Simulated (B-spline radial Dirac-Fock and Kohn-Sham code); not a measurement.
**Sn 3p3/2: cross section and angular parameters**

System: neutral tin, [Kr] 4d10 5s2 5p2; threshold 714.6 eV (tabulated edge). Method: Dirac-Hartree-Slater photoionisation with a Latter tail; cross sections with all multipoles, angular parameters from the dipole term and its interference with E2. Computed with an atomic code on a B-spline grid.

For linearly polarised light dσ/dΩ = σ/(4π) [1 + β P₂(cos θ) + (δ + γ cos²θ) sin θ cos φ], with θ from the polarisation vector and φ the angle between the beam and the projection of the electron momentum on the plane normal to the polarisation.

| hν (eV) | σ (kb) | β | γ | δ |
| --- | --- | --- | --- | --- |
| 774 | 316 | 0.467 | -0.095 | 0.153 |
| 779 | 314 | 0.511 | -0.052 | 0.153 |
| 1253.6 | 170 | 1.477 | 0.097 | 0.011 |
| 1930 | 80.1 | 1.629 | -0.029 | 0.004 |
| 2740 | 39.2 | 1.644 | 0.102 | 0.008 |
| 2984.4 | 32.6 | 1.640 | 0.158 | 0.009 |
| 2990 | 32.5 | 1.640 | 0.159 | 0.009 |
| 3820 | 18.5 | 1.612 | 0.358 | 0.015 |
| 5390 | 8.00 | 1.543 | 0.700 | 0.027 |
| 7060 | 3.96 | 1.469 | 1.006 | 0.042 |
| 8800 | ? | ? | ? | ? |
| 8940 | 2.08 | 1.392 | 1.283 | 0.061 |
| 9251.7 | 1.89 | 1.380 | 1.323 | 0.064 |
| 10500 | 1.32 | 1.333 | 1.472 | 0.078 |
| 11400 | 1.04 | 1.300 | 1.569 | 0.087 |
| 12000 | 0.900 | 1.280 | 1.628 | 0.094 |
| 13700 | 0.609 | 1.224 | 1.780 | 0.113 |

Problem. Give the values at 8800 eV.

Solution. σ = 2.17 kb, β = 1.397, γ = 1.264, δ = 0.059.
